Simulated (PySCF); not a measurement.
Job for PySCF: R-B3LYP/3-21G on CH6SSi (SMILES C[SiH2]S), a point of a torsion scan.

```python
from pyscf import gto, scf, dft, mp
from pyscf.data.elements import chemcore

mol = gto.M(
    atom='''
    C    -1.01241582    0.57477088    0.10916538
    Si    0.23762094   -0.83450416   -0.08740654
    S     2.15380815   -0.16484361    0.64357676
    H    -2.00085867    0.25041267   -0.20003848
    H    -0.74470499    1.43623254   -0.49796897
    H    -1.08058859    0.90686068    1.14206609
    H    -0.07324458   -1.98693536    0.74584543
    H     0.40311570   -1.19582619   -1.49324173
    H     1.99570744    1.11697164    0.35112834
    ''',
    basis='3-21g',
    charge=0, spin=0, verbose=3, max_memory=1800)
mf = dft.RKS(mol, xc='b3lyp')
mf.conv_tol = 1e-8
mf.max_cycle = 100
mf.kernel()
if not mf.converged:
    mf = mf.newton().run(mf.mo_coeff, mf.mo_occ)
```

It printed:

```
converged SCF energy = -725.714046313856
```

Self-consistency was reached.

Cost: very roughly 3 core-seconds.
